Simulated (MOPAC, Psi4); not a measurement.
Internal rotation in C₅H₄O₂S, SMILES c1(O)sc(C=O)cc1. Scanned: dihedral O1–C2–C3–S8; all other coordinates were relaxed at GFN2-xTB. Points at φ and −φ are mirror images. Heavy atoms are numbered in the order of the SMILES O=Cc1ccc(O)s1, hydrogens after them in the order of the atoms that carry them; the mirror image has the same energies with the sign of each dihedral reversed.

Levels of theory: PM7, restricted, heats of formation // GFN2-xTB (MOPAC); MP2/cc-pVTZ = DF-MP2 (frozen core)/cc-pVTZ // GFN2-xTB run with Psi4 1.11.

Energies relative to the lowest point of each profile, in kcal/mol:

| φ / ° | PM7 |
|---|---|
| -150 | 1.7 |
| -105 | 3.3 |
| -90 | 2.9 |
| -75 | 3.0 |
| -60 | 2.7 |
| -45 | 1.9 |
| -30 | 0.9 |
| 15 | 0.3 |
| 60 | 2.7 |
| 90 | 2.9 |
| 105 | 3.3 |
| 150 | 1.7 |

Q: What does MP2/cc-pVTZ give at the same points?

A: -150: 4.2; -105: 11.9; -90: 12.9; -75: 11.7; -60: 9.0; -45: 5.7; -30: 2.8; 15: 0.7; 60: 9.0; 90: 12.9; 105: 11.9; 150: 4.2 (kcal/mol).
